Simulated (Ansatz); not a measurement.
`[SiH3][BH][GeH2][Cl]` + CH₃NH₂ → `CNB[SiH3]` + `[Cl][GeH3]` at 500 K and 1 bar (cleavage of the B–Ge bond).

Isolated molecules relaxed with PBE0-D4/def2-TZVP in Ansatz; ΔE leaves out vibrations. CCSD(T)/CBS adds triple-zeta CCSD(T) − MP2 to the extrapolated MP2 energy (def2 sets, frozen cores). For Ge outer-core shells are correlated without core-valence functions, which leaves a few kJ/mol of doubt a bond. Scalar relativity is left out up to krypton. Each species was taken in one conformer, which may not be the lowest.

| species | CCSD(T)/CBS energy (Eh) | H − E (kJ/mol) | S (J/(mol·K)) |
| --- | --- | --- | --- |
| `[SiH3][BH][GeH2][Cl]` | -2853.36466 | 191.6 | 456.2 |
| CH₃NH₂ | -95.75281 | 191.8 | 270.3 |
| `CNB[SiH3]` | -411.45901 | 289.9 | 393.8 |
| `[Cl][GeH3]` | -2537.71925 | 89.2 | 296.4 |

H − E and S are ideal-gas, rigid-rotor, harmonic terms from PBE0-D4/def2-TZVP, for one conformer and one mirror image of each species. 1 Eh = 2625.50 kJ/mol, R = 8.31446 J/(mol·K).

Task: By hand: ΔE, ΔH, ΔS and ΔG.

Result: ΔE = (-411.45901) + (-2537.71925) − (-2853.36466) − (-95.75281) = -0.06079 Eh = -159.6 kJ/mol. Δ(H − E) = 289.9 + 89.2 − 191.6 − 191.8 = -4.3, so ΔH = -163.9 kJ/mol. ΔS = 393.8 + 296.4 − 456.2 − 270.3 = -36.3 J/(mol·K). ΔG = -163.9 − 500 × (-36.3)/1000 = -145.8 kJ/mol.

Task: By hand: the equilibrium constant, and the temperature at which ΔG would vanish if ΔH and ΔS stayed fixed.

Result: log₁₀ K = −ΔG/(RT ln 10) = 15.2. ΔG = 0 at ΔH/ΔS = 4515 K, far beyond where these terms or the molecules hold.

ΔH outweighs TΔS. A doubt of 5 kJ/mol in ΔE shifts log₁₀ K by 0.5 here. Other conformers and mirror images would add mixing entropy, several J/(mol·K) or more a flexible species. Modes under 60 cm⁻¹, often nearly free rotors, make the harmonic entropy too high. These are equilibria of isolated gas molecules and say nothing of rates. Largest T1 diagnostic: 0.014 (customary marks: 0.02 for closed shells, 0.045 for open ones).
